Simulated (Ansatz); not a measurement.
Ideal-gas functions of ClFH₂O₂Ti (`[OH][Ti]([OH])([F])[Cl]`) at 600 K and 1 bar, from an Ansatz frequency run at PBE0-D4/def2-TZVP.

Molar mass 136.33 g/mol, point group C1 (symmetry number 1), electronic degeneracy 1, moments of inertia 152.971, 249.977, 253.787 u Å². Harmonic wavenumbers (cm⁻¹, unscaled): 109, 146, 173, 191, 198, 209, 261, 329, 428, 465, 747, 808, 826, 3920, 3941.

Use S(trans) = R[1.5 ln M + 2.5 ln T − 1.1517]; rotational temperatures θ = 24.2544 K / I; S(rot) = R[ln(√π/σ · √(T³/θAθBθC)) + 1.5]; for each mode x = 1.438777 ν̃/T, S = R[x/(eˣ − 1) − ln(1 − e⁻ˣ)] and H = RT x/(eˣ − 1); 1 cm⁻¹ = 0.0119627 kJ/mol; R = 8.31446 J/(mol·K).

Task: By hand: the entropy, in J/(mol·K).

Result: Translation 184.7. Rotation: θ = 0.1586, 0.097, 0.0956 K, giving 124.1. Vibration, mode by mode: 19.49, 17.08, 15.69, 14.88, 14.59, 14.14, 12.35, 10.50, 8.45, 7.83, 4.50, 4.00, 3.87, 0.01, 0.01, in all 147.4. Electronic 0.0. Sum 456.2 J/(mol·K).

Task: By hand: H − E and G − E in kJ/mol, counted from the electronic energy.

Result: Zero-point energy ½ × 12751 × 0.0119627 = 76.3; thermal vibration 41.7; translation, rotation and pV give 4 RT = 20.0. H − E = 138.0 kJ/mol, and G − E = 138.0 − 600 × 456.2/1000 = -135.7 kJ/mol.

Vibration gives 32 % of the entropy, 36.6 J/(mol·K) of it from the modes under 150 cm⁻¹: soft modes count most, and the harmonic formula is weakest for them. The sum counts one conformer and one mirror image; others add a mixing term.
